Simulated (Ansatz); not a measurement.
Coupled-cluster diagnostics for (F2Ga-mu-PH2)2 (Ga₂P₂H₄F₄), Ansatz.

Geometry of the singlet (PBE-D4/def2-SVP):

```xyz
12

Ga   -0.562    1.542   -0.616
F    -2.081    1.661   -1.523
F     0.373    3.025   -0.348
P     0.837   -0.270   -1.439
Ga    0.562   -1.542    0.616
F    -0.372   -3.026    0.351
F     2.083   -1.660    1.522
P    -0.838    0.270    1.439
H     2.177    0.084   -1.772
H     0.382   -0.911   -2.627
H    -0.384    0.911    2.628
H    -2.177   -0.085    1.771
```

Correlated methods freeze 32 core orbitals; core or outer-core shells of Ga are correlated, in sets that lack core-valence functions.

(1) Estimate the CCSD(T) correlation energy, the shares of MP2 and (T), T1 and the reference's ⟨S²⟩ for: charge 0, singlet, own geometry in def2-SVP; and the rough time on 4 threads of Arm Neoverse V1 on a shared host.

Answers

(1) 
| state | basis | correlation (eV) | MP2 share (%) | (T) share (%) | T1 | ⟨S²⟩ (pure) | wall time |
| --- | --- | --- | --- | --- | --- | --- | --- |
| charge 0, singlet, own geometry | def2-SVP | -39.972 | 96.1 | 2.4 | 0.014 | 0.00 (0.00) | 2.1 min |
Customary marks for T1 are 0.02 (closed shells), 0.045 (open shells) and about 0.05 (3d metals). T1 stays under 0.02 throughout.
